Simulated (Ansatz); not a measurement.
`CC(C)(F)C(F)F`. The species carries charge 0 and has multiplicity 1.

```xyz
14

C     1.2910   -0.6241   -0.2583
C     0.0438   -0.0412    0.3608
C    -1.2052   -0.8359    0.0574
F     0.2087   -0.0187    1.7461
C    -0.1538    1.4221   -0.0242
F     0.9651    2.1406    0.2144
F    -0.4212    1.5147   -1.3520
H     1.4050   -1.6607    0.0616
H     2.1696   -0.0584    0.0503
H     1.2206   -0.5988   -1.3468
H    -2.0760   -0.3877    0.5405
H    -1.0861   -1.8523    0.4348
H    -1.3827   -0.8778   -1.0176
H    -0.9788    1.8782    0.5328
```

(1) What are the harmonic wavenumbers in cm⁻¹ at PBE0-D4/def2-TZVP (Ansatz, finite differences of forces, unscaled)? (Estimate.)

(2) Is this a minimum?

(3) Give the ideal-gas thermochemistry at 298.15 K and 1 bar (rigid rotor, harmonic oscillator; point group C1, symmetry number 1).

(4) And at 400, 500, 600, 800 and 1000 K?

Answers

(1) The calculation gave: 85, 196, 217, 232, 265, 341, 345, 424, 491, 529, 632, 801, 925, 944, 994, 1022, 1127, 1155, 1207, 1247, 1306, 1370, 1392, 1405, 1423, 1469, 1474, 1491, 1505, 3065, 3073, 3086, 3144, 3152, 3160, 3164.

(2) Yes, all 36 modes are real.

(3) Zero-point energy 286.3 kJ/mol; H(298) − E = 308.9 kJ/mol; entropy 355.1 J/(mol·K), of which translation 167.7, rotation 114.9, vibration 72.5; G(298) − E = 203.0 kJ/mol. Modes under 100 cm⁻¹ are hindered rotations or soft bends, so the harmonic entropy is rough.

(4) 
```csv
T (K),H − E (kJ/mol),S (J/mol/K),G − E (kJ/mol)
400,322.8,395.0,164.8
500,339.1,431.5,123.4
600,357.8,465.5,78.5
800,400.6,526.7,-20.8
1000,448.7,580.3,-131.6
```
